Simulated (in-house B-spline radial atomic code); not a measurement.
Settings and results of a run for In⁺ (an excited or competing configuration). Method: non-relativistic M06-L, spin-polarised, spherical fractional occupations, point nucleus. Calculated with a B-spline radial code for spherical atoms.

In the input, 3d5,1 would mean five up and one down electron.

Command:
```bash
python run_scf.py task.json out
```
Settings:
```
Z                49
configuration    1s2 2s2 2p6 3s2 3p6 3d10 4s2 4p6 4d5,4 5s2 5d0,1
hamiltonian      nr
method           m06l
spin_polarised   True
```

Output (hartree, bohr):
```
 radial grid: 64 intervals, B-splines of order 8, outer radius 60 bohr

 iter        energy (Eh)    residual
    1       -5741.203019    2.06e-01
    2       -5741.233285    4.61e-03
    3       -5741.233683    2.79e-03
    4       -5741.233770    1.82e-03
    5       -5741.233826    5.91e-04
    6       -5741.233831    1.85e-04
    7       -5741.233832    2.61e-05
    8       -5741.233832    1.84e-05
    9       -5741.233832    1.14e-05
   10       -5741.233832    5.46e-06
   11       -5741.233832    2.30e-06
   12       -5741.233832    9.65e-07
   13       -5741.233832    1.79e-07

 total energy                     -5741.23383
 kinetic                            5738.8879
 electron-nucleus                 -13628.2260
 Hartree                            2303.5323
 exchange-correlation               -155.4281

 orbital      occ     eigenvalue          <r>       <r^2>       <1/r>       <r^4>       r_max
 1s up      1.000      -987.1531     0.031054  0.00129031     48.4737 4.21878e-06     0.02057
 1s down    1.000      -987.1528     0.031054   0.0012903     48.4737 4.21876e-06     0.02057
 2s up      1.000      -145.8353     0.134169   0.0211548     11.0852  0.00076224      0.1138
 2s down    1.000      -145.8234     0.134166   0.0211536     11.0856 0.000762169      0.1138
 2p up      3.000      -136.0308     0.114649    0.015989     11.0623 0.000502516     0.08942
 2p down    3.000      -136.0219     0.114644   0.0159877     11.0627 0.000502441     0.08942
 3s up      1.000       -28.4131     0.359936    0.147958     3.99541   0.0333461       0.327
 3s down    1.000       -28.4072     0.359883    0.147899      3.9955   0.0333068       0.327
 3p up      3.000       -24.3723     0.351953     0.14355     3.90043   0.0329017      0.3142
 3p down    3.000       -24.3649     0.351895    0.143485     3.90054   0.0328576      0.3143
 3d up      5.000       -16.9785     0.324155    0.124645     3.74636   0.0287185      0.2597
 3d down    5.000       -16.9669     0.324102    0.124583      3.7465   0.0286721      0.2597
 4s up      1.000        -4.8981     0.874937    0.863887     1.55931     1.10472      0.7969
 4s down    1.000        -4.8587     0.874985    0.864003     1.55886     1.10575      0.7976
 4p up      3.000        -3.5639     0.927812    0.980591     1.45124     1.48022      0.8286
 4p down    3.000        -3.5240      0.92815    0.981551     1.45063     1.48583      0.8288
 4d up      5.000        -1.3802      1.11815     1.47612      1.1846     3.93273      0.9189
 4d down    4.000        -1.3416      1.12295     1.49148     1.18088     4.05313      0.9181
 5s up      1.000        -0.6880      2.39621     6.43812    0.530916     60.6322       2.086
 5s down    1.000        -0.6821      2.45513     6.83714     0.52047     73.1002        2.11
 5d down    1.000        -0.1581      4.83338     26.4516    0.253772     1104.71       4.298
```

Time taken, with all properties: 0.26 s on 1 thread of Arm Neoverse V1 (shared host).
